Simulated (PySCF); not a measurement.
Molecule: SMILES N#Cc1ccncc1, C₆H₄N₂.

Atom-mapped SMILES (the numbers label the heavy atoms): `[N:1]#[C:2][c:3]1[cH:4][cH:5][n:6][cH:7][cH:8]1`. Each H is labelled by its parent atom.

Geometry PBE0-D3(BJ)/def2-SVP throughout; GIAO in PySCF 2.14.0 with density-fitted response routines, gas phase, one conformer, non-relativistic; equivalent atoms averaged; basis pcSseg-1.

For orientation, B97-2 gives these absolute shieldings σ: N6 -102.9, N1 -55.4, C5/C7 30.4, C4/C8 55.5, C3 61.3, C2 63.4, H(C5)/H(C7) 22.48, H(C4)/H(C8) 24.04 ppm.

A run gave: N6 -111.0, N1 -62.6, C5/C7 27.8, C4/C8 53.1, C3 59.1, C2 61.5, H(C5)/H(C7) 22.29, H(C4)/H(C8) 23.85 ppm (absolute shieldings σ).

Question: Which functional was used in that run?
A. BLYP
B. KT2
C. BHandHLYP
D. HF
E. PBE0

Answer: E. C5/C7 tells them apart best: PBE0 gives 27.8, KT2 gives 38.3, HF gives 31.6, BHandHLYP gives 24.9, BLYP gives 20.5 ppm.
